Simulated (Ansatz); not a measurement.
Program: Ansatz. Geometries: PBE0-D4/def2-TZVP. ΔE: electronic, gas phase. CCSD(T)/CBS adds triple-zeta CCSD(T) − MP2 to the extrapolated MP2 energy (def2 sets, frozen cores). DFT in def2-TZVPP. B3LYP here is the variant with VWN-RPA as its local correlation; programs differ in this. For Se outer-core shells are correlated without core-valence functions, which leaves a few kJ/mol of doubt a bond. Scalar relativity is left out up to krypton. One conformer a species, not always the lowest.

`OP[SiH2][SeH]` + `CC[SiH3]` → `CC[SiH2]PO` + `[SiH3][SeH]`  (formal exchange of groups at a P–Si bond)

Question: Is it downhill or uphill in electronic energy at CCSD(T)/CBS, and by how much? (Best estimate.)

Answer: The calculation gave: Nearly level: ΔE = 0.00 eV.

Question: What do these levels give: B3LYP-D4, B2PLYP, PBE, r2SCAN, PBE0, MP2/def2-TZVPP, CCSD/def2-TZVPP, CCSD(T)/def2-TZVPP, HF/def2-QZVPP, SCS-MP2/def2-QZVPP, HF/CBS(def2), CCSD/CBS(def2)? (An estimate is asked.)

Answer: The calculation gave: B3LYP-D4 0.02, B2PLYP 0.02, PBE 0.03, r2SCAN 0.02, PBE0 0.02, MP2/def2-TZVPP 0.00, CCSD/def2-TZVPP 0.00, CCSD(T)/def2-TZVPP 0.00, HF/def2-QZVPP 0.02, SCS-MP2/def2-QZVPP 0.01, HF/CBS(def2) 0.02, CCSD/CBS(def2) 0.00 eV.

Largest T1 diagnostic among the species: 0.012.
